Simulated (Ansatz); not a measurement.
The molecule SeO, multiplicity 3 (the spin of the measured ground state). No spin–orbit coupling. Se is treated without relativity.

D_e counts from the fitted minimum to each atom's lowest state at the same level, without counterpoise.

Correlated levels freeze the inner cores; with def2 sets outer-core shells near the valence are correlated too.

Programs: Ansatz (Gaussian basis) for Hartree–Fock, density functionals and correlated methods. Values without a source in brackets are computed.

Task: Predict the bond energy D_e from CCSD(T)/def2-QZVPP.

Result: 432 kJ/mol

Task: Estimate the bond energy D_e that PBE/def2-TZVPP returns for this input.

Result: 510 kJ/mol

Task: Estimate the bond energy D_e that B2PLYP/def2-TZVPP returns for this input.

Result: 447 kJ/mol

Ansatz is a quantum-chemistry and plane-wave program.
